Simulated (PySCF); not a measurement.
Input for PySCF: R-MP2/6-31G* on C3H9B (SMILES BC(C)C), a point of a torsion scan.

```python
from pyscf import gto, scf, dft, mp
from pyscf.data.elements import chemcore

mol = gto.M(
    atom='''
    B    -0.34377530    1.57170275    0.25483035
    C     0.12774390    0.06605409    0.31355365
    C     1.47564142   -0.15489827    1.00627311
    C    -0.97122495   -0.70167561    1.07687623
    H    -1.01095256    1.94491065   -0.62971152
    H    -0.06267277    2.30833473    1.11783542
    H     0.18925309   -0.38267753   -0.68426285
    H     1.71983874   -1.21582525    1.04771156
    H     1.45159779    0.23073707    2.02300424
    H     2.26917136    0.35704585    0.46624813
    H    -1.07237725   -0.31581939    2.08911397
    H    -0.71583273   -1.75838331    1.13625685
    H    -1.93155451   -0.60559904    0.57523696
    ''',
    basis='6-31g*',
    cart=True,
    charge=0, spin=0, verbose=3, max_memory=1800)
mf = scf.RHF(mol)
mf.conv_tol = 1e-8
mf.max_cycle = 100
mf.kernel()
if not mf.converged:
    mf = mf.newton().run(mf.mo_coeff, mf.mo_occ)
pt = mp.MP2(mf, frozen=chemcore(mol)).run()
```

The log:

```
converged SCF energy = -143.503812412778
E(RMP2) = -143.971228823224  E_corr = -0.467416410446586
E(SCS-RMP2) = -143.974748512947  E_corr = -0.470936100169521
```

The calculation finished and met its thresholds.

Cost: very roughly 2.9 core-seconds.
